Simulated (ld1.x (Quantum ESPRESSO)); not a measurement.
W: excitation energies, all-electron against PAW

ld1.x (Quantum ESPRESSO) 7.5 input, shortened:

```
&input
   title='W', zed=74., rel=2, dft='PZ', iswitch=3,
   config='[Xe] 4f14 5d4 6s2 6p0', rel_dist='average'
 /
 &inputp
   pseudotype=3, lpaw=.true., tm=.true., lloc=-1, rcloc=1.30,
   nlcc=.true., rcore=0.95,
   which_augfun='PSQ', rmatch_augfun=1.55
 /
6
5S  1  0   2.00   0.00  1.35  1.60  0.0
6S  2  0   2.00   0.00  1.35  1.60  0.0
5P  2  1   6.00   0.00  1.65  1.90  0.0
6P  3  1   0.00   0.00  1.65  1.90  0.0
5D  3  2   4.00   0.00  1.50  1.90  0.0
5D  3  2   0.00   0.45  1.50  1.90  0.0
 &test
   configts(1)='5s2 5p6 5d4 6s2 6p0'
 /
```

Open shells are filled in proportion to 2j + 1 (rel_dist='average').

Energies are relative to the spin-unpolarised reference configuration 5s2 5p6 5d4 6s2 6p0; without spin polarisation the order of configurations can differ from experiment. The frozen-core shift is the all-electron ΔE with the core orbitals held at their reference shape minus the fully relaxed ΔE.

Problem. Give the all-electron excitation energy and the error of the potential for: 5s2 5p6 5d4 6s1 6p0; 5s2 5p6 5d4 6s0 6p0; 5s2 5p6 5d3 6s0 6p0; 5s2 5p6 5d3 6s2 6p0; 5s2 5p6 5d4.5 6s1.5 6p0; 5s2 5p6 5d4 6s0 6p1; 5s2 5p6 5d5 6s0 6p0.

Solution.

```csv
valence configuration,charge,ΔE all-electron (eV),error AE − PS (meV),frozen-core shift (meV)
5s2 5p6 5d4 6s1 6p0,+1,9.136,+0.2,+0.2
5s2 5p6 5d4 6s0 6p0,+2,25.163,+0.3,+0.9
5s2 5p6 5d3 6s0 6p0,+3,50.859,-14,+17
5s2 5p6 5d3 6s2 6p0,+1,9.064,-3.6,+4.4
5s2 5p6 5d4.5 6s1.5 6p0,0,0.693,-0.4,+0.6
5s2 5p6 5d4 6s0 6p1,+1,14.636,+0.8,+0.5
5s2 5p6 5d5 6s0 6p0,+1,9.984,-1.7,+2.9
```

Levels in the configuration 5s2 5p6 5d4 6s0 6p1:

```csv
level,all-electron (eV),pseudo (eV)
5s j=1/2,-88.136,-88.133
5p j=1/2,-59.561,-59.561
5p j=3/2,-49.631,-49.631
5d j=3/2,-13.739,-13.740
5d j=5/2,-12.933,-12.934
6p j=1/2,-8.402,-8.403
6p j=3/2,-7.530,-7.530
```

The ghost test of this file was not conclusive.
